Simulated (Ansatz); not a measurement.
System: 1,1-bis(methylselanyl)ethane, C$_{4}$H$_{10}$Se$_{2}$ (charge 0, singlet). SMILES: C([Se]C)([Se]C)C
Structure (B3LYP-D3(BJ)/def2-TZVP (Ansatz, a first-principles code) minimum search):
```xyz
16

C      2.1557    -0.4430    -1.2707
Se     1.5430     0.8705     0.0490
C     -0.3905     0.6778    -0.2701
C     -1.1269     1.8477     0.3560
Se    -0.9821    -1.0728     0.4372
C     -2.7013    -1.1728    -0.5125
H      1.9152    -0.1033    -2.2755
H      1.6896    -1.4034    -1.0667
H      3.2348    -0.5200    -1.1572
H     -0.5369     0.6498    -1.3488
H     -2.2035     1.7450     0.2107
H     -0.9391     1.8981     1.4290
H     -0.8097     2.7890    -0.0990
H     -3.3758    -0.3893    -0.1759
H     -3.1305    -2.1443    -0.2757
H     -2.5391    -1.1022    -1.5862
```

Wanted: atomisation energy (electronic, to ground-state atoms), in kcal/mol. Correlated levels leave the core frozen unless marked. Open shells are spin-unrestricted. No spin-orbit coupling. Frozen are the shells of the preceding noble gas and the d and f shells that filled before the atom's block. No relativistic terms. The coupled-cluster limit lacks core correlation, which all-electron functionals hold. CBS(X,Y): correlation extrapolated as X^-3; Hartree-Fock from the larger set.

```tsv
level	program	atomisation energy (kcal/mol)
B3LYP-D3(BJ)/def2-TZVPD	Ansatz + dftd3	1382.1
```

Q: Estimate the value at CCSD(T)/CBS(cc-pVTZ,cc-pVQZ) as computed with Ansatz.

A: 1378.6 kcal/mol, so B3LYP-D3(BJ)/def2-TZVPD differs from it by 3.5 kcal/mol.
